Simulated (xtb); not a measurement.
C₃H₂O, SMILES O=c1cc1. All values are semi-empirical tight-binding results from xtb (GFN2-xTB unless named), good for trends rather than for accurate numbers. Geometry optimised at GFN2-xTB.

Computed properties:
| Quantity | Value |
|---|---|
| point group as xtb finds it | C2v |
| orbital gap | 3.22 eV |
| dipole moment | 3.97 D |
| zero-point energy | 23.2 kcal/mol |
| G − E(el) at 298.15 K (modified RRHO) | 7.7 kcal/mol |
| static polarisability (D4 model) | 35.9 bohr³ |
| solvation energy, GFN2-xTB/ALPB(water) | -3.6 kcal/mol |
| solvation energy, GFN2-xTB/ALPB(acetone) | -5.8 kcal/mol |

Computed IR lines (harmonic; lines under 4 % of the strongest left out, lines within 3 cm⁻¹ merged):
ν (cm⁻¹): 721 (w), 1593 (w), 2077 (vs) (against the strongest line: vs over 80 %, s over 45 %, m over 15 %, w over 4 %, vw less)
